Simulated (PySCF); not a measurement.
## Calculated data, CH5BGeN, CH6GeN, CH7GeSi, CH3GeO2

All values are calculated (PySCF 2.14.0). Calculation on a computer-drawn molecule: optimised geometry and harmonic frequencies of an isolated molecule of the commonest isotopes, restricted reference for singlets and unrestricted otherwise, frozen core in MP2; on germanium a core potential holds 10 electrons, which the energies leave out, and 3d is frozen in MP2 and coupled-cluster steps.

Common to all runs: charge 0; multiplicity 2; basis and core potential on germanium cc-pVDZ-PP ECP10MDF.

```json
{"entry": 1, "formula": "CH5BGeN", "start_structure": {"atoms_angstrom": [["C", 1.448, 2.1128, -1.2037], ["Ge", -0.2615, 2.6216, -0.4662], ["B", -0.5889, 1.9196, 1.3368], ["N", -0.6712, 1.4697, 2.5386], ["H", 1.5358, 1.2356, -1.7818], ["H", 2.4015, 2.7212, -0.9687], ["H", -0.3166, 4.1784, -0.4368], ["H", -1.3255, 2.188, -1.4048], ["H", -0.8403, 1.0722, 3.4502]]}, "given": {"method": "HF", "basis": "cc-pVDZ", "drawn_bonds_atom": [1, 2, 3, 1, 1, 2, 2, 4], "drawn_bonds_other_atom": [2, 3, 4, 5, 6, 7, 8, 9], "drawn_bonds_order": [1, 1, 2, 1, 1, 1, 1, 1]}, "results": {"optimised_atom_element": ["C", "Ge", "B", "N", "H", "H", "H", "H", "H"], "optimised_atom_x [angstrom]": [1.465, -0.2529, -0.5405, -0.7079, 1.586, 2.374, -0.3256, -1.373, -0.844], "optimised_atom_y [angstrom]": [2.133, 2.673, 1.909, 1.452, 1.219, 2.685, 4.201, 2.161, 1.086], "optimised_atom_z [angstrom]": [-1.206, -0.4938, 1.397, 2.525, -1.779, -0.9886, -0.4173, -1.403, 3.43], "modes_frequency [cm^-1]": [46.88, 125.8, 253.9, 360.0, 434.2, 477.0, 481.5, 552.6, 553.2, 657.2, 685.5, 815.4, 883.1, 952.7, 1476, 2072, 2221, 2233, 3269, 3380, 4082], "modes_reduced_mass [dalton]": [1.023, 3.521, 2.507, 3.635, 7.957, 1.487, 1.259, 1.23, 1.239, 4.891, 1.17, 1.079, 1.199, 1.022, 1.126, 7.692, 1.024, 1.016, 1.051, 1.116, 1.103], "rotational_constants [GHz]": [11.38, 2.495, 2.13], "total_energy [hartree]": -413.2582, "spin_squared": 0.7633, "convergence_status_largest_gradient_component [hartree/bohr]": 3.42e-05}}
{"entry": 2, "formula": "CH6GeN", "start_structure": {"atoms_angstrom": [["C", -1.0763, -2.0052, 1.8637], ["Ge", -0.5097, -0.309, 1.1556], ["N", 0.5638, -0.7403, -0.2284], ["H", -1.0078, -2.8487, 1.3829], ["H", -1.5945, -2.0686, 2.874], ["H", -1.6649, 0.5086, 0.5273], ["H", 0.0915, 0.607, 2.2268], ["H", 1.3077, -1.2701, -0.1089], ["H", 0.8875, 0.0996, -0.7772]]}, "given": {"method": "HF", "basis": "cc-pVDZ", "drawn_bonds_atom": [1, 2, 1, 1, 2, 2, 3, 3], "drawn_bonds_other_atom": [2, 3, 4, 5, 6, 7, 8, 9], "drawn_bonds_order": [1, 1, 1, 1, 1, 1, 1, 1]}, "results": {"optimised_atom_element": ["C", "Ge", "N", "H", "H", "H", "H", "H", "H"], "optimised_atom_x [angstrom]": [-1.123, -0.5443, 0.6059, -1.298, -1.344, -1.706, 0.08237, 1.446, 0.8778], "optimised_atom_y [angstrom]": [-1.979, -0.3105, -0.7161, -2.859, -2.084, 0.4672, 0.5631, -1.187, 0.07961], "optimised_atom_z [angstrom]": [1.899, 1.118, -0.2641, 1.287, 2.957, 0.4868, 2.222, 0.02623, -0.8164], "modes_frequency [cm^-1]": [115.0, 178.9, 240.4, 467.7, 549.2, 610.6, 663.0, 698.0, 745.0, 771.6, 897.4, 969.3, 996.3, 1476, 1702, 2176, 2218, 3266, 3375, 3729, 3817], "modes_reduced_mass [dalton]": [1.042, 1.334, 1.855, 1.129, 1.221, 1.249, 4.677, 3.05, 1.255, 1.187, 1.145, 1.031, 1.138, 1.132, 1.095, 1.022, 1.017, 1.052, 1.116, 1.051, 1.093], "rotational_constants [GHz]": [13.79, 6.228, 4.632], "total_energy [hartree]": -389.1500, "spin_squared": 0.7621, "convergence_status_largest_gradient_component [hartree/bohr]": 1.392e-05}}
{"entry": 3, "formula": "CH7GeSi", "start_structure": {"atoms_angstrom": [["C", -3.1904, -0.9899, 1.8675], ["Ge", -1.5549, -0.1887, 1.1235], ["Si", -0.1871, -1.6544, -0.1695], ["H", -3.1211, -1.6212, 2.698], ["H", -4.0037, -1.0598, 1.1744], ["H", -0.7121, 0.2398, 2.3437], ["H", -1.9305, 1.0501, 0.4306], ["H", -0.9562, -2.062, -1.292], ["H", 0.9573, -0.9218, -0.6266], ["H", 0.2276, -2.7431, 0.5867]]}, "given": {"method": "HF", "basis": "cc-pV(D+d)Z", "drawn_bonds_atom": [1, 2, 1, 1, 2, 2, 3, 3, 3], "drawn_bonds_other_atom": [2, 3, 4, 5, 6, 7, 8, 9, 10], "drawn_bonds_order": [1, 1, 1, 1, 1, 1, 1, 1, 1]}, "results": {"optimised_atom_element": ["C", "Ge", "Si", "H", "H", "H", "H", "H", "H", "H"], "optimised_atom_x [angstrom]": [-3.143, -1.537, -0.1942, -3.159, -4.054, -0.7163, -1.935, -0.9703, 1.027, 0.2102], "optimised_atom_y [angstrom]": [-1.049, -0.1582, -1.623, -1.624, -1.073, 0.3058, 1.08, -2.068, -0.9227, -2.818], "optimised_atom_z [angstrom]": [1.813, 1.187, -0.1796, 2.734, 1.222, 2.399, 0.3702, -1.362, -0.6468, 0.5999], "modes_frequency [cm^-1]": [82.61, 102.0, 136.8, 356.2, 361.0, 458.3, 534.2, 552.0, 646.6, 688.5, 789.9, 879.4, 940.6, 984.3, 1025, 1026, 1476, 2195, 2204, 2303, 2303, 2304, 3265, 3374], "modes_reduced_mass [dalton]": [1.047, 1.064, 3.193, 8.625, 1.044, 1.24, 1.068, 1.215, 4.614, 1.118, 1.089, 1.194, 1.036, 1.089, 1.036, 1.036, 1.126, 1.024, 1.016, 1.051, 1.051, 1.019, 1.051, 1.116], "rotational_constants [GHz]": [10.43, 2.84, 2.396], "total_energy [hartree]": -624.2066, "spin_squared": 0.7638, "convergence_status_largest_gradient_component [hartree/bohr]": 9.127e-06}}
{"entry": 4, "formula": "CH3GeO2", "start_structure": {"atoms_angstrom": [["C", 0.2287, 1.2919, -0.751], ["Ge", -1.2998, 0.4474, -0.0058], ["O", -1.6885, 0.4041, 1.5162], ["O", -2.2637, -0.2892, -1.1673], ["H", 0.925, 1.7664, -0.1352], ["H", 0.4082, 1.2765, -1.8339], ["H", -2.1234, -0.2283, -2.0829]]}, "given": {"method": "HF", "basis": "cc-pVDZ", "drawn_bonds_atom": [1, 2, 2, 1, 1, 4], "drawn_bonds_other_atom": [2, 3, 4, 5, 6, 7], "drawn_bonds_order": [1, 2, 1, 1, 1, 1]}, "results": {"optimised_atom_element": ["C", "Ge", "O", "O", "H", "H", "H"], "optimised_atom_x [angstrom]": [0.2045, -1.311, -1.689, -2.315, 0.9361, 0.3826, -2.021], "optimised_atom_y [angstrom]": [1.271, 0.4515, 0.3961, -0.2831, 1.776, 1.262, -0.2045], "optimised_atom_z [angstrom]": [-0.7763, 0.02547, 1.593, -1.202, -0.1564, -1.846, -2.098], "modes_frequency [cm^-1]": [214.8, 220.0, 247.3, 280.6, 337.3, 570.1, 686.2, 775.9, 809.1, 930.7, 1059, 1478, 3286, 3407, 4158], "modes_reduced_mass [dalton]": [1.019, 3.331, 8.321, 8.497, 1.111, 1.298, 4.927, 6.769, 1.36, 1.168, 14.16, 1.13, 1.051, 1.118, 1.067], "rotational_constants [GHz]": [7.02, 6.264, 3.31], "total_energy [hartree]": -482.6621, "spin_squared": 0.7687, "convergence_status_largest_gradient_component [hartree/bohr]": 2.712e-05}}
{"entry": 5, "formula": "CH3GeO2", "start_structure": {"atoms_angstrom": [["C", 0.2045, 1.2711, -0.7763], ["Ge", -1.3112, 0.4515, 0.0255], ["O", -1.6894, 0.3961, 1.5927], ["O", -2.3155, -0.2831, -1.2016], ["H", 0.9361, 1.7759, -0.1564], ["H", 0.3826, 1.2618, -1.846], ["H", -2.0207, -0.2045, -2.0977]]}, "given": {"method": "MP2", "basis": "cc-pVDZ", "drawn_bonds_atom": [1, 2, 2, 1, 1, 4], "drawn_bonds_other_atom": [2, 3, 4, 5, 6, 7], "drawn_bonds_order": [1, 2, 1, 1, 1, 1]}, "results": {"optimised_atom_element": ["C", "Ge", "O", "O", "H", "H", "H"], "optimised_atom_x [angstrom]": [0.2019, -1.321, -1.708, -2.348, 0.9486, 0.3709, -1.958], "optimised_atom_y [angstrom]": [1.268, 0.4472, 0.3911, -0.3047, 1.782, 1.252, -0.1669], "optimised_atom_z [angstrom]": [-0.7874, 0.03946, 1.648, -1.219, -0.1737, -1.87, -2.097], "modes_frequency [cm^-1]": [181.7, 210.2, 225.1, 248.3, 307.0, 550.7, 657.7, 722.2, 754.6, 923.3, 995.5, 1393, 3196, 3323, 3834], "modes_reduced_mass [dalton]": [1.06, 3.395, 6.424, 8.395, 1.098, 1.301, 5.063, 5.906, 1.404, 1.176, 10.95, 1.133, 1.051, 1.118, 1.066], "rotational_constants [GHz]": [6.857, 5.979, 3.194], "total_energy [hartree]": -483.2491, "spin_squared": 0.7716, "convergence_status_largest_gradient_component [hartree/bohr]": 1.662e-05}}
```
